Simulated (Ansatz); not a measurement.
The cluster Au₂S was relaxed with PBE-D4 (def2-TZVP) in Ansatz in these states: neutral quintet, neutral singlet, neutral triplet. The geometries follow in no particular order.

In the def2 sets Au takes a core potential; there is no spin–orbit coupling.

A:

Cartesian coordinates in Å:
```
Au -0.069 -1.404 0.550
Au 0.924 1.107 0.445
S -0.855 0.296 -0.995
```

B:

```
atom   x (Å)   y (Å)   z (Å)
 Au1  -0.498  -0.480  -1.547
 Au2  -0.374  -0.057   1.651
  S3   0.872   0.537  -0.104
```

C:

```xyz
3

Au   -0.886   -0.863    1.611
Au    0.232    0.978   -1.765
S     0.653   -0.115    0.154
```

Task: Judge from the bond lengths which geometry belongs to which state (an estimate).

Result: A is the neutral quintet (Au1–Au2 2.702 Å, Au1–S3 2.428 Å, Au2–S3 2.428 Å); B is the neutral singlet (Au1–Au2 3.228 Å, Au1–S3 2.233 Å, Au2–S3 2.233 Å); C is the neutral triplet (Au1–Au2 4.005 Å, Au1–S3 2.248 Å, Au2–S3 2.248 Å).
